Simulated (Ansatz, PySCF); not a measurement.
Gas-phase reaction (SMILES): FC(F)(F)C(F)(F)C(F)(F)F [1,1,1,2,2,3,3,3-octafluoropropane] + 10 [H][H] (H2) → 3 C (CH4) + 8 F (HF); energy of full hydrogenation.

Each molecule is optimised on its own at B3LYP-D3(BJ)/def2-TZVP (Ansatz, a quantum-chemistry and plane-wave program), one conformer each, not searched for the lowest. Cores are frozen in the correlated levels unless marked. Spin-orbit coupling is left out. No relativistic terms. CBS marks a two-point X^-3 extrapolation of the correlation energy; Hartree-Fock from the larger set. The bracket is a focal-point correction in the basis named. Thermal terms are rigid-rotor harmonic-oscillator values from B3LYP-D3(BJ) frequencies (Ansatz or PySCF) at 298.15 K and 1 atm. 1 Eh = 627.5095 kcal/mol.

```json
[
 {"species": "FC(F)(F)C(F)(F)C(F)(F)F", "E, RI-MP2/CBS(aug-cc-pVTZ,aug-cc-pVQZ)+[CCSD(T)-MP2]/aug-cc-pVTZ (Ansatz) (Eh)": "-912.47303", "E, wB97M-V/def2-TZVPD (Ansatz) (Eh)": "-913.27658", "H - E (Eh)": "0.05166"},
 {"species": "[H][H] (H2)", "E, RI-MP2/CBS(aug-cc-pVTZ,aug-cc-pVQZ)+[CCSD(T)-MP2]/aug-cc-pVTZ (Ansatz) (Eh)": "-1.17524", "E, wB97M-V/def2-TZVPD (Ansatz) (Eh)": "-1.16077", "H - E (Eh)": "0.01336"},
 {"species": "C (CH4)", "E, RI-MP2/CBS(aug-cc-pVTZ,aug-cc-pVQZ)+[CCSD(T)-MP2]/aug-cc-pVTZ (Ansatz) (Eh)": "-40.46129", "E, wB97M-V/def2-TZVPD (Ansatz) (Eh)": "-40.49098", "H - E (Eh)": "0.04840"},
 {"species": "F (HF)", "E, RI-MP2/CBS(aug-cc-pVTZ,aug-cc-pVQZ)+[CCSD(T)-MP2]/aug-cc-pVTZ (Ansatz) (Eh)": "-100.39388", "E, wB97M-V/def2-TZVPD (Ansatz) (Eh)": "-100.46200", "H - E (Eh)": "0.01259"}
]
```

**Question.** Work out ΔE and ΔH at 298.15 K at the first level, then ΔH at the second.

**Answer.** 
1. ΔE = [3×(-40.46129) + 8×(-100.39388)] - [(-912.47303) + 10×(-1.17524)] = -0.30948 Eh = -194.2 kcal/mol at RI-MP2/CBS(aug-cc-pVTZ,aug-cc-pVQZ)+[CCSD(T)-MP2]/aug-cc-pVTZ.
2. The terms H - E add up to 0.06066 Eh, so ΔH = (-0.30948 + (0.06066))×627.5095 = -156.1 kcal/mol.
3. At wB97M-V/def2-TZVPD the same steps give ΔE = -178.6 and ΔH = -140.6 kcal/mol, a shift of +15.5 from the first level.
4. These values are not checked against measurement here, since the tables used lack a sound gas-phase enthalpy of formation for at least one species.
